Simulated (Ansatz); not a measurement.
Relaxation of AlF2H4P (8 atoms, charge 0, multiplicity 1), to a largest force component of 0.03 eV/Å in at most 50 steps.

Computed with RKS PBE/6-31G* (Ansatz).

```xyz
8
Properties=species:S:1:pos:R:3
Al 0.044 -0.660 -0.283
H 0.055 0.305 2.304
F 1.429 0.220 -0.587
F -1.395 0.003 -0.808
P 0.052 -2.664 0.829
H -0.598 -3.374 -0.244
H 1.376 -3.013 0.384
H -0.016 -0.394 2.160
```

**Question.** Where does it end, and by what steps?

**Answer.** The run converged. The force dipped under the threshold on the way, but the program's further checks kept it going. After 20 steps the energy has fallen by 0.137 eV; H8 moved furthest, 0.70 Å.

```
step  energy less start (eV)  largest force component (eV/Å)  accepted
   0                  0.0000                           1.573       yes
   1                 -0.0867                           0.236       yes
   2                 -0.0400                           0.815        no
   3                 -0.0910                           0.357       yes
   4                 -0.1024                           0.298       yes
   5                 -0.1127                           0.191       yes
   6                 -0.1140                           0.157       yes
   7                 -0.1195                           0.106       yes
   8                 -0.0260                           1.488        no
   9                 -0.1218                           0.203       yes
  10                 -0.1163                           0.474        no
  11                 -0.1250                           0.146       yes
  12                 -0.1278                           0.162       yes
  13                 -0.1317                           0.086       yes
  14                 -0.1324                           0.081       yes
  15                 -0.1241                           0.672        no
  16                 -0.1351                           0.036       yes
  17                 -0.1335                           0.352        no
  18                 -0.1362                           0.024       yes
  19                 -0.1366                           0.078       yes
  20                 -0.1369                           0.006       yes
```

```xyz
8
Properties=species:S:1:pos:R:3
Al 0.048 -0.771 -0.108
H 0.297 0.512 2.071
F 1.397 0.209 -0.191
F -1.395 -0.124 -0.634
P 0.164 -2.953 0.684
H -0.630 -3.457 -0.402
H 1.410 -3.200 0.011
H -0.343 0.205 2.325
```

Whether the end is a true minimum wasn't checked by a vibrational analysis.

Run time: 67 s on 1 thread of AMD EPYC 7R43 64-Core Processor (Zen 3), with other jobs on the host, peak memory 0.14 GiB.
